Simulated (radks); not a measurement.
The numbers below are computed, except where a source is named.
Question: Ionisation ladder of vanadium, from V to V11+. Each ion is in the ground configuration listed by NIST, and IE = E(next ion) - E(this ion). Code: a radial shooting solver on a logarithmic mesh with Libxc functionals. Model: scalar-relativistic Kohn-Sham, r2SCAN, spin-polarised, spherical densities, finite nucleus; open shells are filled with parallel spins first; meta-GGA in the generalised Kohn-Sham scheme; Fermi nuclear charge, rms radius 3.6002 fm.

species  configuration  IE, Delta-SCF (eV)  -e(HOMO) (eV)     HOMO
V         [Ar] 3d3 4s2                   ?          4.362  4s down
V+            [Ar] 3d4              15.798          9.834    3d up
V2+           [Ar] 3d3              29.819         22.326    3d up
V3+           [Ar] 3d2              46.374         37.729    3d up
V4+           [Ar] 3d1              64.906         55.347    3d up
V5+               [Ar]                   ?         118.45       3p
V6+       [Ne] 3s2 3p5                   ?         139.92  3p down
V7+       [Ne] 3s2 3p4              172.62         161.77  3p down
V8+       [Ne] 3s2 3p3              205.47         193.30    3p up
V9+       [Ne] 3s2 3p2              230.05         217.74    3p up
V10+      [Ne] 3s2 3p1              254.64         242.42    3p up
V11+          [Ne] 3s2                   ?         296.41       3s

Estimate the withheld Delta-SCF values.

Answer: V: 5.553 eV (NIST 6.746); V5+: 129.13 eV (NIST 128.13); V6+: 150.81 eV (NIST 150.7); V11+: 306.53 eV (NIST 308.5).
